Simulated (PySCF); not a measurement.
## Working out the ionisation energy of Zn

Zn [Ar] 3d10 4s2 (1S) → Zn+ [Ar] 3d10 4s1 (2S). Computed with PySCF 2.14 in pcseg-2, with the non-relativistic Hamiltonian (point nucleus). Frozen: [Ar]. Energies in hartree (1 hartree = 27.21139 eV):

| part | Zn (lower) | Zn+ (upper) |
| --- | --- | --- |
| UHF | -1777.815950 | -1777.534605 |
| MP2 opposite-spin | -0.274845 | -0.239487 |
| MP2 same-spin | -0.153876 | -0.144075 |

**Question.** What does Hartree-Fock give?

**Answer.** (-1777.534605) − (-1777.815950) = 0.281345 hartree = 7.656 eV.

**Question.** What do MP2 and SCS-MP2 (6/5 opposite-spin, 1/3 same-spin) give?

**Answer.** The opposite-spin parts differ by 0.962 eV and the same-spin parts by 0.267 eV. MP2: 7.656 + (0.962) + (0.267) = 8.885 eV. SCS-MP2: 7.656 + 1.2 × (0.962) + (0.267)/3 = 8.899 eV.

Measured between the centres of the two terms (NIST): 9.394 eV, so MP2 (valence) is off by -0.509 eV.

The calculation is non-relativistic.

What remains against the reference includes basis incompleteness, the frozen core and correlation beyond second order.
